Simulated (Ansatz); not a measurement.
```yaml
crystal:
  periodic: [false, false, false]
  atoms:
    - {symbol: Sb, position_ang: [-0.268569, 0.226940, 0.718782]}
    - {symbol: I, position_ang: [2.230848, 0.177674, 0.357808]}
    - {symbol: H, position_ang: [-0.945968, 0.861365, -0.800767]}
    - {symbol: H, position_ang: [-0.828665, -1.380367, -0.144187]}
basis:
  gaussian: {orbitals: ANO-RCC-VTZP}
magnetization: {spin_polarized: true, initial_magnetization: 1}
hamiltonian: {xc: {name: HSE06}}
output: {forces: true}
```

```sh
$ ansatz run in.yaml --threads 2 --pin off --events-out ev --progress --plain --max-ram 4352MiB
```

Question: How does Ansatz answer? (Best estimate.)

Answer: Ansatz gave: The input was rejected before any iteration.
```
Error: a molecule whose nuclei and cores have a total charge of 106 cannot have a net charge of 0 together with 1 unpaired electrons
```

HSE06 is defined as in plane-wave codes.
